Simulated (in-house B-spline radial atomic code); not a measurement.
Configurations of S5+, with energies counted from [Ne] 3s1. All numbers are computed (Dirac-Hartree-Fock, average of configuration; Fermi nucleus of rms radius 3.2611 fm) with a radial B-spline atomic code at the basis-set limit, not measured. Energies include first-order Breit, QED and recoil terms.

Occupations are held fixed; configurations that lie above the ionisation limit could autoionise.

```csv
configuration,E - E(ref) (eV),highest orbital,its <r> (bohr)
[Ne] (5g9/2)1,67.972,5g9/2,4.583
[Ne] (6d3/2)1,73.554,6d3/2,8.226
[Ne] 7s1,75.564,7s1/2,10.21
```

(1) Order these further configurations by energy, lowest first.
A. [Ne] (6g7/2)1
B. [He] 2s2 (2p1/2)1 (2p3/2)4 3s1 (3d5/2)1
C. [Ne] 5s1
D. [He] 2s1 2p6 3s2

## Answers

(1) C (62.09 eV), A (73.958 eV), B (197.08 eV), D (231.3 eV).
